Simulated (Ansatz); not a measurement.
Consider the substitution at a C–O bond: `CO[SiH]1C=N1` + `COB(O)Br` → `COB(Br)OC` + `O[SiH]1C=N1`.

Gas-phase electronic energies from Ansatz, PBE0-D4/def2-TZVP geometries. CCSD(T)/CBS is the MP2 limit (def2-TZVPP, def2-QZVPP) plus CCSD(T) − MP2 in def2-TZVPP, frozen cores. DFT in def2-TZVPP. B3LYP here is the variant with VWN-RPA as its local correlation; programs differ in this. For Br outer-core shells are correlated without core-valence functions, which leaves a few kJ/mol of doubt a bond. Scalar relativity is left out up to krypton. Each species was taken in one conformer, which may not be the lowest.

`CO[SiH]1C=N1`:

Cartesian coordinates in Å:
```
C 0.204 0.576 -1.763
O -0.322 0.617 -0.453
Si -0.095 -0.524 0.680
C -0.551 -0.275 2.357
N 0.721 -0.137 2.198
H -0.543 0.975 -2.450
H 1.106 1.191 -1.823
H 0.453 -0.445 -2.075
H 0.155 -1.836 0.054
H -1.128 -0.143 3.275
```

`COB(O)Br`:

Z-matrix (Å, degrees):
```
C
O 1 1.413
H 1 1.089 2 107.1
H 1 1.092 2 111.0 3 -119.4
H 1 1.092 2 111.0 3 119.4
B 2 1.338 1 124.8 3 179.6
Br 6 1.958 2 121.6 1 -0.0
O 6 1.350 2 119.0 1 180.0
H 8 0.959 6 113.3 2 180.0
```

`COB(Br)OC`:

```xyz
12

C    -0.883   -0.080   -1.979
O    -0.308   -1.113   -1.196
B     0.188   -0.838    0.022
Br    0.951   -2.324    1.009
O     0.154    0.410    0.528
C     0.655    0.772    1.800
H    -1.218   -0.531   -2.912
H    -1.735    0.371   -1.465
H    -0.150    0.701   -2.194
H     0.489    1.842    1.919
H     1.723    0.558    1.874
H     0.132    0.232    2.593
```

`O[SiH]1C=N1`:

```xyz
7

O    -1.080    0.692   -1.222
Si   -0.251   -0.414   -0.357
C     0.620   -0.111    1.145
N     1.422   -0.145    0.133
H    -0.901    1.620   -1.061
H    -0.693   -1.732   -0.824
H     0.883    0.090    2.186
```

```tsv
level	ΔE (kcal/mol)	difference from CCSD(T)/CBS
r2SCAN-D4	-1.7	0.8
ωB97X-V	-2.1	0.4
ωB97M-V	-2.1	0.4
PBE	-1.3	1.2
B3LYP	-1.7	0.8
MP2/def2-TZVPP	-2.4	0.1
SCS-MP2/def2-TZVPP	-2.4	0.1
CCSD/def2-TZVPP	-2.4	0.1
MP2/def2-QZVPP	-2.4	0.1
HF/CBS(def2)	-2.1	0.4
CCSD(T)/CBS	-2.5	0
```

Largest T1 diagnostic among the species: 0.014.
